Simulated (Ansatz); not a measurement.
Two isomers of C3H5FSi: A = `CC1=C[SiH]1F`, B = `CC1=C(F)[SiH2]1`.

Isolated molecules relaxed with PBE0-D4/def2-TZVP in Ansatz; ΔE leaves out vibrations. CBS: MP2 limit from def2 TZ/QZ plus the TZ coupled-cluster correction, frozen cores. Functionals use def2-TZVPP. B3LYP here is the variant with VWN-RPA as its local correlation; programs differ in this.

Task: Which isomer does CCSD(T)/CBS put lower? Give the gap. (An estimate is asked.)

Result: Ansatz gave: A, by 54.8 kcal/mol.

Task: Give E(B) − E(A) in kcal/mol with PBE-D4, ωB97M-V, CCSD(T)/def2-TZVPP, PBE0-D4, B3LYP, B3LYP-D4, B2PLYP. (Best estimate.)

Result: The calculation gave: PBE-D4 47.8, ωB97M-V 52.9, CCSD(T)/def2-TZVPP 53.4, PBE0-D4 50.3, B3LYP 51.6, B3LYP-D4 51.7, B2PLYP 53.3. None reverses the order clearly.

Largest T1 diagnostic: 0.013.

From PBE to PBE0 (25 % exact exchange), in def2-TZVPP and without D4, E(B) − E(A) moves by +2.5 kcal/mol.
